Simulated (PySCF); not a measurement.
Compound: C5H11NO2Si.
Structure used (GFN2-xTB), in Å, numbered top down from 1:
```
atom  x, y, z in Å
C1    -0.897    0.062   -1.336
C2    -1.105   -0.064   -0.028
O3    -2.183    0.416    0.651
C4    -3.191    1.079   -0.075
Si5    0.064   -0.918    1.207
N6     1.285   -1.714    0.277
C7     2.317   -1.331   -0.307
C8     2.856    0.078   -0.377
O9     1.979    1.045    0.124
H10   -1.572    0.552   -2.019
H11   -0.026   -0.386   -1.782
H12   -3.953    1.357    0.651
H13   -2.804    1.981   -0.560
H14   -3.629    0.423   -0.834
H15   -0.619   -2.059    1.819
H16    0.458    0.066    2.212
H17    2.924   -2.065   -0.843
H18    3.761    0.128    0.239
H19    3.146    0.291   -1.418
H20    1.184    1.068   -0.425
```

Computed at PBE0/pcSseg-1 (PySCF, non-relativistic), with Q(17O) = −0.0256 b, Q(14N) = 0.02044 b: O3, 17O (I = 5/2): χzz = -11.37 MHz, η = 0.592; N6, 14N (I = 1): χzz = -4.865 MHz, η = 0.660; O9, 17O (I = 5/2): χzz = -10.97 MHz, η = 0.991.

(1) Where would the pure quadrupole (NQR) lines of 17O at O3 fall for the rigid, isolated species?

(2) Where would the pure quadrupole (NQR) lines of 14N at N6 fall for the rigid, isolated species?

(3) Find the zero-field quadrupole resonance frequencies of 17O at O9.

Results:

(1) From the eigenvalues of H = χ/[4I(2I − 1)] × [3Iz² − I(I + 1) + η(Ix² − Iy²)], steps between neighbouring levels, labelled as for η = 0: ±1/2↔±3/2 2.261 MHz, ±3/2↔±5/2 3.218 MHz (ether oxygen).

(2) From ν± = (3/4)|χ|(1 ± η/3) and ν0 = |χ|η/2: ν+ 4.452 MHz, ν− 2.846 MHz, ν0 1.606 MHz (C=N nitrogen).

(3) From the eigenvalues of H = χ/[4I(2I − 1)] × [3Iz² − I(I + 1) + η(Ix² − Iy²)], steps between neighbouring levels, labelled as for η = 0: ±1/2↔±3/2 2.886 MHz, ±3/2↔±5/2 2.906 MHz (alcohol oxygen).

In a crystal, neighbours and librations shift these lines. GFN2-xTB bond lengths can be off by several hundredths of an ångström, more for odd bonds, and the gradients follow them. With so small a basis the couplings can be 20 % off.

One conformer stands for the species.
